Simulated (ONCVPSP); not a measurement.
Hardness and transferability of assorted potentials

Generated with ld1.x 7.5 (TM, RRKJ, ultrasoft, PAW), atompaw 4.2 or ONCVPSP 4.0.1. The cutoff is in Ry: for ld1.x and atompaw files where the sum of valence levels is converged to 10 mRy in a Bessel basis, for ONCV files where the hardest occupied wave has 1 mHa per electron of residual kinetic energy. The error is the largest all-electron minus pseudo excitation energy over each file’s own four to seven test configurations (ionisations up to +4, promotions, holes and added fractions of an electron), all of which were solved. The labels leave out finer settings (local radius, basis sizes, second energies), which also bear on the numbers. Spin-polarised tests are not counted. The rows are a selection from randomly drawn settings: files with unsolved tests, undetermined cutoffs or missed reference levels are left out.

A true bound ghost makes a file unfit for plane-wave use even where its test errors are small: the radial tests pick states by their node count and pass the ghost by.

| element | potential | cutoff (Ry) | largest error (meV) | bound ghosts |
| --- | --- | --- | --- | --- |
| N | ONCV, PBE, scalar-relativistic, rc 0.85/1.70/1.55 (spd), local smoothed, core correction yes, reference 2s2 2p2, qcut 10/9.8/7.4, projectors 2/2/2 | 66 | +457 | none |
| Cu | ONCV, PBE, scalar-relativistic, rc 1.20/0.85/1.30 (spd), local smoothed, core correction yes, reference 3s2 3p6 3d10 4s0.5, qcut 9.2/19.8/14.1, projectors 2/1/2 | 191 | +14 | none |
| Rh | ONCV, LDA (Perdew-Zunger), fully relativistic, rc 1.70/1.20/2.05 (spd), local smoothed, core correction yes, reference 4s2 4p6 4d8 5s1, qcut 5.7/6.6/8, projectors 3/2/1 | 79 | +11 | s |
| Pd | ONCV, PBE, scalar-relativistic, rc 2.35/2.00/2.00 (spd), local smoothed, core correction yes, reference 4d9 5s1, qcut 2.7/4.2/7.5, projectors 2/3/2 | 42 | -642 | s, p |
| Ce | ONCV, LDA (Perdew-Wang 92), scalar-relativistic, rc 1.85/2.00/1.95/1.55 (spdf), local smoothed, core correction yes, reference 4f1 5s2 5p6, qcut 5.1/3.4/4.9/8.9, projectors 1/3/2/1 | 79 | +164 | none |
| Tm | ONCV, LDA (Perdew-Wang 92), fully relativistic, rc 1.65/1.80/2.45 (spd), local smoothed, core correction yes, reference 5s2 5p6 5d1, qcut 6.3/6.2/6.3, projectors 2/2/2 | 33 | +53 | none |
| Re | ONCV, PBEsol, fully relativistic, rc 1.40/1.45/1.65/0.50 (spdf), local smoothed, core correction no, reference 4f13 5s2 5p6 5d6 6s2, qcut 6.7/8.5/6.9/24.6, projectors 3/3/2/2 | 2571 | -525 | s, p3/2, d5/2, p1/2, d3/2 |

**Question.** Fill in the row for Kr: ONCV, PW91, scalar-relativistic, rc 1.30/1.50/1.00 (spd), local smoothed, core correction no, reference 3d10 4s2 4p3, qcut 4/4.6/16.9, projectors 2/3/2.

**Answer.** cutoff 224 Ry, largest error +28 meV, bound ghosts: s, p.

**Question.** Fill in the row for Bi: ONCV, LDA (Perdew-Wang 92), fully relativistic, rc 1.40/1.75/1.25 (spd), local smoothed, core correction yes, reference 5s2 5p6 5d10 6s2 6p2.5, qcut 9.2/7.9/9, projectors 2/2/2.

**Answer.** cutoff 64 Ry, largest error -0.3 meV, bound ghosts: s.

**Question.** Fill in the row for Ir: ONCV, PBE, scalar-relativistic, rc 1.85/1.45/1.65/1.50 (spdf), local smoothed, core correction yes, reference 5s2 5p6 5d7 6s2, qcut 5.2/11.7/6.5/8.5, projectors 2/2/1/2.

**Answer.** cutoff 79 Ry, largest error -43 meV, bound ghosts: f.
